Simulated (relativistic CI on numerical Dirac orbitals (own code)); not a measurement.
Energy levels of Tm

Calculated at this level of theory: Dirac-Coulomb-Breit CI, orbitals from a KLI potential per configuration, a model potential for QED, valence Slater integrals scaled by 0.85, P86 correlation estimate, and configurations built on the next ion tied to the tabulated ionisation energy (semi-empirical) (own radial code, finite nucleus).

Configurations in the expansion (outside the closed core [Xe]): 4f13 6s2, 4f12 6s2 5d, 4f13 6s 6p, 4f13 6s 5d, 4f12 6s2 6p, 4f13 6s 6d, 4f13 6s 7s, 4f13 6s 7p, 4f13 6s 7d, 4f13 6s 8s, 4f13 6s 6f, 4f13 6s 7f, 4f13 6p2, 4f12 6s 5d 6p, 4f13 5d2, 4f13 6s 6g, 4f12 6s 6p2, 4f11 6s2 5d2, 4f12 6s2 7p, 4f13 5d 6p, 4f11 6s2 6p 7s, 4f12 6s2 8s, 4f12 6s2 7s, 4f12 6s 6p 7s. Levels of other configurations are missing.

```csv
No.,Configuration,Term,J,E (cm⁻¹),%,Next component (%),Landé g,jj configuration (%)
1,4f12 6s2 5d,4F,9/2,0.0,85,10 4G,1.310,4f7/2^6 5d3/2 (79)
2,4f12 6s2 5d,2K,15/2,1867.9,55,38 4K,1.079,4f7/2^6 5d3/2 (85)
3,4f13 6s2‡,2F°,7/2,2052.0,89,4 4f11 6s2 5d2 2F°,1.142,4f7/2^7 (89)
4,4f12 6s2 5d,4G,11/2,2315.4,84,11 4H,1.251,4f7/2^6 5d3/2 (65)
5,4f12 6s2 5d,4K,17/2,2423.9,96,3 4f12 6s 6p2 4K,1.175,4f7/2^6 5d5/2 (89)
6,4f12 6s2 5d,4F,7/2,3841.3,54,30 2F,1.181,4f7/2^6 5d5/2 (68)
7,4f12 6s2 5d,4H,13/2,4125.6,43,30 4I,1.147,4f7/2^6 5d3/2 (81)
8,4f12 6s2 5d,4I,15/2,4841.6,84,11 2K,1.182,4f7/2^6 5d5/2 (85)
9,4f12 6s2 5d,2H,11/2,5340.2,57,22 4H,1.096,4f7/2^6 5d5/2 (61)
10,4f12 6s2 5d,4H,13/2,5564.9,44,39 2I,1.138,4f7/2^6 5d5/2 (82)
11,4f12 6s2 6p‡,4G°,11/2,5607.2,65,12 4H°,1.233,4f7/2^6 6p1/2 (76)
12,4f12 6s2 5d,4G,9/2,5663.2,40,32 2G,1.134,4f7/2^6 5d5/2 (61)
13,4f12 6s2 6p‡,2I°,13/2,5838.0,43,27 4I°,1.115,4f7/2^6 6p1/2 (79)
14,4f12 6s2 5d,2F,5/2,7973.1,34,20 2D,1.122,4f7/2^6 5d3/2 (86)
15,4f12 6s2 5d,2F,7/2,8119.4,31,21 4F,1.142,4f7/2^6 5d3/2 (84)
16,4f12 6s2 6p‡,4I°,15/2,8495.9,85,13 4f12 6s 5d 6p 4I°,1.198,4f7/2^6 6p3/2 (78)
17,4f12 6s2 5d,2H,11/2,8628.0,24,23 2I,1.036,4f7/2^6 5d3/2 (80)
18,4f12 6s2 5d,4G,9/2,8671.2,28,22 2G,1.110,4f7/2^6 5d3/2 (86)
19,4f12 6s2 6p‡,2G°,9/2,8823.4,53,26 4G°,1.127,4f7/2^6 6p3/2 (74)
20,4f12 6s 5d 6p‡,6D°,9/2,9275.5,68,22 6F°,1.498,4f7/2^6 6s 5d3/2 6p1/2 (65)
21,4f12 6s2 6p‡,4H°,13/2,9283.1,66,19 2I°,1.193,4f7/2^6 6p3/2 (78)
22,4f12 6s2 6p‡,2H°,11/2,9323.8,50,17 4G°,1.130,4f7/2^6 6p3/2 (75)
23,4f12 6s2 5d,2F,7/2,9536.6,41,28 4G,1.123,4f5/2^5 4f7/2^7 5d3/2 (54)
24,4f12 6s2 5d,4F,5/2,9573.0,59,16 2D,1.103,4f5/2^5 4f7/2^7 5d5/2 (42)
25,4f12 6s2 5d,4G,11/2,9582.2,41,33 2H,1.116,4f7/2^6 5d5/2 (89)
26,4f12 6s2 5d,4K,13/2,9761.5,54,24 2I,1.029,4f5/2^5 4f7/2^7 5d3/2 (59)
27,4f12 6s2 5d,2D,3/2,9978.9,44,22 4F,0.881,4f7/2^6 5d5/2 (83)
28,4f12 6s2 5d,2G,9/2,10160.9,37,32 4F,1.127,4f7/2^6 5d5/2 (90)
29,4f12 6s2 5d,4H,13/2,10218.9,33,30 2K,1.074,4f7/2^6 5d5/2 (58)
30,4f13 6s2‡,2F°,5/2,10856.2,89,4 4f11 6s2 5d2 2F°,0.856,4f5/2^5 4f7/2^8 (89)
31,4f12 6s 5d 6p‡,6F°,11/2,11059.1,57,31 6G°,1.391,4f7/2^6 6s 5d3/2 6p1/2 (52)
32,4f12 6s2 5d,4K,15/2,11129.2,58,31 2K,1.091,4f5/2^5 4f7/2^7 5d5/2 (96)
33,4f12 6s2 6p‡,2F°,7/2,11389.7,26,24 4D°,1.182,4f7/2^6 6p1/2 (80)
34,4f12 6s2 6p‡,2G°,9/2,11531.3,29,22 2H°,1.076,4f7/2^6 6p1/2 (82)
35,4f12 6s2 5d,2G,7/2,11586.9,28,26 4F,1.084,4f5/2^5 4f7/2^7 5d5/2 (46)
36,4f12 6s 5d 6p‡,6D°,7/2,11595.4,32,23 6F°,1.406,4f7/2^6 6s 5d3/2 6p1/2 (34)
37,4f12 6s2 5d,4G,5/2,11683.7,25,20 2F,1.015,4f7/2^6 5d5/2 (37)
38,4f12 6s 5d 6p‡,2L°,15/2,12038.4,37,37 4L°,0.975,4f7/2^6 6s 5d3/2 6p1/2 (75)
39,4f12 6s2 5d,4I,11/2,12227.0,44,29 2H,1.015,4f5/2^5 4f7/2^7 5d3/2 (90)
40,4f12 6s 5d 6p‡,4L°,17/2,12427.8,41,33 6L°,1.103,4f7/2^6 6s 5d3/2 6p1/2 (38)
41,4f12 6s2 5d,2G,9/2,12458.0,51,31 4G,1.117,4f5/2^5 4f7/2^7 5d3/2 (51)
42,4f12 6s2 5d,4G,7/2,12747.0,29,25 4D,1.042,4f5/2^5 4f7/2^7 5d5/2 (38)
43,4f12 6s 5d 6p‡,6G°,9/2,12749.2,25,16 6D°,1.289,4f7/2^6 6s 5d3/2 6p1/2 (40)
44,4f12 6s 5d 6p‡,6G°,13/2,12819.2,59,30 6H°,1.327,4f7/2^6 6s 5d3/2 6p3/2 (40)
45,4f12 6s2 5d,4H,9/2,12977.4,47,23 2H,0.953,4f5/2^5 4f7/2^7 5d5/2 (58)
46,4f12 6s 5d 6p‡,6L°,19/2,13130.5,61,28 4L°,1.183,4f7/2^6 6s 5d5/2 6p1/2 (39)
47,4f12 6s2 5d,4I,13/2,13441.2,55,27 2I,1.101,4f5/2^5 4f7/2^7 5d5/2 (88)
48,4f12 6s2 5d,4H,11/2,13628.3,49,24 2I,1.061,4f5/2^5 4f7/2^7 5d5/2 (93)
49,4f12 6s2 6p‡,4I°,11/2,13901.4,48,14 2H°,1.009,4f5/2^5 4f7/2^7 6p1/2 (77)
50,4f12 6s 5d 6p‡,6F°,11/2,13971.4,21,18 6H°,1.219,4f7/2^6 6s 5d3/2 6p1/2 (32)
51,4f12 6s2 6p‡,4G°,9/2,13987.6,35,28 2G°,1.099,4f5/2^5 4f7/2^7 6p1/2 (80)
52,4f12 6s 5d 6p‡,6I°,15/2,14034.0,34,19 6K°,1.186,4f7/2^6 6s 5d3/2 6p1/2 (43)
53,4f12 6s 5d 6p‡,4K°,13/2,14114.3,20,14 6G°,1.082,4f7/2^6 6s 5d3/2 6p1/2 (59)
54,4f12 6s 5d 6p‡,6L°,21/2,14137.2,99,1 4M°,1.237,4f7/2^6 6s 5d5/2 6p3/2 (92)
55,4f12 6s 5d 6p‡,4D°,5/2,14204.7,27,19 6F°,1.274,4f7/2^6 6s 5d3/2 6p3/2 (38)
56,4f12 6s 5d 6p‡,6F°,11/2,14396.8,55,15 6G°,1.352,4f7/2^6 6s 5d3/2 6p1/2 (34)
57,4f12 6s2 6p‡,4F°,9/2,14457.2,32,31 2G°,1.159,4f7/2^6 6p3/2 (77)
58,4f12 6s 5d 6p‡,6I°,17/2,14541.2,57,27 6K°,1.239,4f7/2^6 6s 5d5/2 6p1/2 (58)
59,4f12 6s2 6p‡,4G°,11/2,14547.7,34,22 2H°,1.226,4f7/2^6 6p3/2 (61)
60,4f12 6s2 6p‡,2F°,7/2,14662.9,28,15 2G°,1.122,4f7/2^6 6p3/2 (66)
61,4f12 6s2 6p‡,2F°,5/2,14680.2,34,28 2D°,1.000,4f7/2^6 6p3/2 (82)
62,4f12 6s2 5d,4F,3/2,14731.8,62,17 4D,0.732,4f5/2^5 4f7/2^7 5d5/2 (43)
63,4f12 6s 5d 6p‡,4G°,7/2,14804.6,18,16 6D°,1.179,4f7/2^6 6s 5d3/2 6p3/2 (29)
64,4f12 6s 5d 6p‡,6G°,13/2,14887.4,54,10 2K°,1.243,4f7/2^6 6s 5d3/2 6p3/2 (43)
65,4f12 6s2 5d,4K,11/2,14896.0,44,27 2H,0.929,4f5/2^5 4f7/2^7 5d3/2 (67)
66,4f12 6s2 5d,2F,5/2,15089.1,37,21 4G,0.938,4f5/2^5 4f7/2^7 5d3/2 (59)
67,4f12 6s 5d 6p‡,6H°,15/2,15249.6,56,14 4K°,1.239,4f7/2^6 6s 5d3/2 6p3/2 (40)
68,4f12 6s 5d 6p‡,4H°,9/2,15375.8,18,17 6F°,1.154,4f7/2^6 6s 5d3/2 6p3/2 (31)
69,4f12 6s 5d 6p‡,4I°,11/2,15397.7,18,16 4G°,1.133,4f7/2^6 6s 5d3/2 6p3/2 (36)
70,4f12 6s 5d 6p‡,6G°,13/2,15896.5,39,13 2K°,1.200,4f7/2^6 6s 5d3/2 6p3/2 (46)
```

Energies count from the lowest computed level; ° marks odd parity. Filled j subshells are mostly left out of the jj labels. ‡ marks configurations that were not tied to measured data.

The mean weight of the leading LS term, summed over parents, in these 70 levels is 47 %, and that of the leading jj configuration (from the same eigenvectors) 65 %, so jj coupling describes them better and the LS labels are nominal.

Configurations that consist of the next ion and one excited electron were tied to the tabulated ionisation energy; Rydberg ones are usually within 1,000 to 3,000 cm⁻¹ and the lowest ones within about 6,000 (9,000 in d shells), while levels on excited terms of the next ion carry the error of that term, and the other configurations can be misplaced by 10,000 cm⁻¹ or more. Rates follow the energies as ν³ (E1, M1) or ν⁵ (E2), so rates, branching and lifetimes can be off by large factors. The fine structure of a lone outer electron comes out too small, for d and f at times inverted, and misplaced configurations move strength between like terms. 13 of the 38 excited levels that our extract of the measured tables holds in this range could be paired (the sources list more); they are missed by 6190 cm⁻¹ on average and 16085 at most, and levels without a partner can miss by more. Some levels of the ground configuration have no partner and can miss by 10 % or more. The computed lowest level isn't the tabulated ground level, which NIST ASD gives as 4f13 (2F*) 6s2 2F°7/2.

LS names give the leading component of a level, which can be under half, so a name can repeat, a term be missing and a line seem to break the LS rules.
